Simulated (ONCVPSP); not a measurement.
# What the settings do to the ONCV potential of Al

Base potential:

```json
{
  "Element": "Al",
  "Generator": "ONCVPSP 4.0.1",
  "Type": "optimised norm-conserving Vanderbilt (ONCV)",
  "Functional": "PBEsol",
  "Relativity": "scalar-relativistic",
  "Frozen core": "[Ne]",
  "Valence charge": "3",
  "Reference configuration": "3s1 (charge +2)",
  "Partial waves": "3s: rc 1.70 bohr, ncon 4, nbas 8, qcut 4.8 1/bohr, 2 projectors, debl 1.9 Ha; p scattering state at 0.03 Ha: rc 1.70 bohr, ncon 4, nbas 7, qcut 5.1 1/bohr, 2 projectors, debl 0.8 Ha; d scattering state at 0.32 Ha: rc 1.40 bohr, ncon 5, nbas 10, qcut 6.6 1/bohr, 1 projector",
  "Local potential": "polynomial inside 1.30 bohr (lpopt 4, dvloc0 0 Ha)",
  "Core correction": "Teter function, fcfact 5.75, rcfact 1.15"
}
```

In the p channel the program set the typed energies aside and used 0.050, 0.850 Ha.

All-electron outer shells of the reference configuration (PBEsol, scalar-relativistic, ld1.x):

| shell | level (eV) | outermost node (bohr) | outermost maximum (bohr) |
| --- | --- | --- | --- |
| 2p | -90.14 | – | 0.43 |
| 3s | -23.65 | 0.79 | 1.91 |

Cutoffs, loose and tight: the cutoffs (Ha) at which the residual kinetic energy of the hardest occupied pseudo-wave falls to 1 and 0.1 mHa per electron. They do not see the model core or the augmentation charge, which bear on the density cutoff. Test errors are all-electron minus pseudo excitation energies from the reference, over the configurations 3s2 3p1; 3s2; 3s2 3p0.5; 3s1 3p1. A dash means not determined; rows that change the core or the reference have their own tests.

A true bound ghost makes a file unfit for plane-wave use even where its test errors are small: the radial tests pick states by their node count and pass the ghost by.

| change | outcome | cutoff, loose | cutoff, tight | bound ghosts | GHOST(+) flags above zero | largest test error (meV) |
| --- | --- | --- | --- | --- | --- | --- |
| base | generated, projector energies reset by the program | 6.5 Ha | 8.7 Ha | none | s | +15 |
| p: rc 1.28; local potential polynomial inside 1.28 bohr (lpopt 4, dvloc0 0 Ha) | generated | 6.5 Ha | 8.7 Ha | p | s, p | -17 |
| p: rc 1.68 | generated, projector energies reset by the program | 6.5 Ha | 8.7 Ha | none | s, p | +15 |
| p: rc 1.9 | generated, projector energies reset by the program | 6.5 Ha | 8.7 Ha | none | s | +14 |
| p: rc 2.18 | generated, projector energies reset by the program | 6.5 Ha | 8.7 Ha | none | s | +12 |
| p: rc 2.42 | generated, projector energies reset by the program | 6.5 Ha | 8.7 Ha | none | s | +11 |

(1) What comes out with this change to the base: p: rc 1.42?

Results:

(1) outcome: generated; cutoff, loose: 6.5 Ha; cutoff, tight: 8.7 Ha; bound ghosts: p; GHOST(+) flags above zero: s; largest test error (meV): -22.

Reading the sweep of the p radius (base included, trends over the rows without a ghost): The loose cutoff stays near 6.5 Ha. The median size of the test errors (rows with all tests solved) falls from 7.4 meV at 1.68 to 5.4 meV at 2.42 bohr. This runs against the usual rule that a larger radius transfers worse; these runs do not show why. Bound ghosts are found at 1.28, 1.42 bohr.
